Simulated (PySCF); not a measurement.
Polarisability and C₆ of Ti(2+) (titanium, charge +2)

[Ar] 3d2, high-spin 3F determinant. Computed with PySCF 2.14 in x2c-QZVPPall with one added diffuse shell each of s, p, d, f, g type (12s8p6d4f3g, 121 functions), with the spin-free X2C one-electron Hamiltonian (Gaussian nucleus). Coupled (time-dependent) response in atomic units; α is the mean over directions.

| method | mean α (bohr³) | C₆ (like pair) | S(−4) |
| --- | --- | --- | --- |
| UHF | 4.317 | 13.08 | 12.41 |
| PBE | 5.291 | 15.73 | 26.85 |

S(−4) is the Cauchy moment in α(ω) = α(0) + S(−4) ω² + …

α(iu) at PBE:

| u (hartree) | α(iu) (bohr³) |
| --- | --- |
| 0 | 5.291 |
| 0.0500 | 5.226 |
| 0.100 | 5.048 |
| 0.200 | 4.527 |
| 0.300 | 4.006 |
| 0.500 | 3.221 |
| 0.750 | 2.570 |
| 1.00 | 2.107 |
| 1.50 | 1.476 |
| 2.00 | 1.075 |
| 3.00 | 0.6294 |
| 5.00 | 0.2860 |

A single London oscillator, α(iu) = α/(1 + u²/ω²), gives C₆ = (3/4) ω α². Matching the computed C₆ needs ω = 4 × 15.73 / (3 × 5.291²) = 0.749 hartree.

For an ion, C₆ is the dispersion term alone; charge-induced terms of lower order in 1/R come first.
